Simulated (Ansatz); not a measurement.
**A rate constant, worked out**

An elementary step of AlH3Cl2O, singlet (AlHCl₂ ([Cl][AlH][Cl]) + H₂O → AlHCl₂O ([OH][Al]([Cl])[Cl]) + H₂; Al–H, H–O broken or loosened, Al–O, H–H formed or tightened). The start structure is the complex of the reactants, bound by 1.07 eV, and the electronic barrier above it is 0.911 eV by CCSD(T) at an estimated basis limit (MP2 extrapolated from triple and quadruple zeta, plus CCSD(T) − MP2 in triple zeta). Program: Ansatz 0.2.0. Basis: def2-TZVPP and def2-QZVPP. Cores are frozen in the correlated methods. Extrapolation: Hartree–Fock as exp(−7.88 √X), correlation as X^−2.97. Harmonic wavenumbers at PBE0-D4/def2-TZVP (Ansatz 0.2.0), in cm⁻¹:

Start: 100, 139, 164, 184, 408, 426, 456, 534, 554, 672, 727, 1615, 1958, 3771, 3879.

Saddle: 1247i, 142, 154, 244, 354, 446, 532, 594, 711, 751, 1083, 1374, 1729, 1966, 3865.

(1) Work out the transition-state-theory rate constant at 300 K from these numbers alone (harmonic vibrations; rotation, path degeneracy and anharmonicity left out), and the Wigner tunnelling factor. Use 1 cm⁻¹ = 1.2398 × 10⁻⁴ eV and k_B = 8.617 × 10⁻⁵ eV/K.

No T1 diagnostic of these runs exceeds 0.011.

## Answers

(1) Zero-point energies, half the sums: start 15587/2 cm⁻¹ = 0.9663 eV; saddle, real modes only, 13945/2 cm⁻¹ = 0.8645 eV.
Barrier with zero-point energy: 0.911 + 0.8645 − 0.9663 = 0.8092 eV.
k_BT = 0.02585 eV, so the barrier is 31.30 k_BT.
Vibrational partition functions from the zero-point level, ln q = −Σ ln(1 − exp(−hν/k_BT)): start 3.463, saddle 2.264.
k = (k_BT/h) exp(ln q‡ − ln q) exp(−E0/k_BT), with log₁₀(k_BT/h in s⁻¹) = 12.80: log₁₀ k = 12.80 + (-1.199 − 31.30)/2.3026 = -1.31, so k ≈ 5 × 10^(-2) s⁻¹.
Wigner factor: 1 + (hν‡/k_BT)²/24 = 1 + (5.98)²/24 = 2.49, too large for this simple formula to be trusted. A change of 1 kcal/mol (0.043 eV) in the barrier would change k by a factor of 5.4 at this temperature.

The step is the kind of ligand exchange by which a precursor binds to a hydroxyl group, or is hydrolysed, in atomic layer deposition of oxides.

Labels in which every atom is bracketed show which atoms are joined, not bond orders.

For scale, one of the runs: CCSD(T)/def2-TZVPP, 199 basis functions, launched by `ansatz run in.yaml --threads 4 --pin off --events-out ev --progress --plain --max-ram 9574MiB`. The run took 29 s on 4 CPU threads of an Arm Neoverse V2 (shared host), with 2.2 GiB of host memory at its peak.
